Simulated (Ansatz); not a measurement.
A run for Ansatz (an electronic-structure program): U-B3LYP/cc-pVTZ on GeH4 (SMILES [GeH4]), a point of a bond scan (R = 2.304 Å).

Ansatz 0.2 input:
```yaml
crystal:
  periodic: [false, false, false]
  atoms:
    - {symbol: Ge, position_ang: [-0.00000000, 0.00000000, 0.00000000]}
    - {symbol: H, position_ang: [-0.92386143, -1.32317411, -1.64407273]}
    - {symbol: H, position_ang: [0.57332193, -0.89073123, 1.11206704]}
    - {symbol: H, position_ang: [-1.08236259, 0.91830644, 0.58651322]}
    - {symbol: H, position_ang: [1.12494829, 0.85454086, -0.60253176]}
basis:
  gaussian:
    orbitals: cc-pVTZ
hamiltonian:
  xc: {name: B3LYP}
magnetization: {spin_polarized: true, initial_magnetization: 0}
```

Output:

```
WARN ansatz: RAYON_NUM_THREADS=2 ignored (pool sized by the plan → 2); use --threads N
Functional definition: B3LYP
integrals: 0.02 GiB planned
654 factors; their error is unknown
mean field: 0.34 GiB planned
mean field evaluation 1: about -56583.1096 eV, gradient 1.1e1 eV
mean field evaluation 2: about -56583.3358 eV, gradient 8.6e0 eV
mean field evaluation 4: about -56583.4750 eV, gradient 3.9e-1 eV
mean field evaluation 8: about -56583.6403 eV, gradient 5.9e-3 eV
mean field evaluation 16: about -56582.3235 eV, gradient 5.0e0 eV
mean field -56583.64030685 eV, -2079.4104275076 hartree, gradient 1.5e-5 eV, S^2 0.000000; 1 other end points of the search recorded, 0 dependent functions left out
reference -56583.64052815 eV, -2079.4104356403 hartree; 18, 18 occupied and 81, 81 virtual orbitals, 654 factors
Total energy: -56583.64052815 eV, -2079.4104356403 hartree
```

The run converged.

Cost: about 1.6 core-seconds (a rough figure).
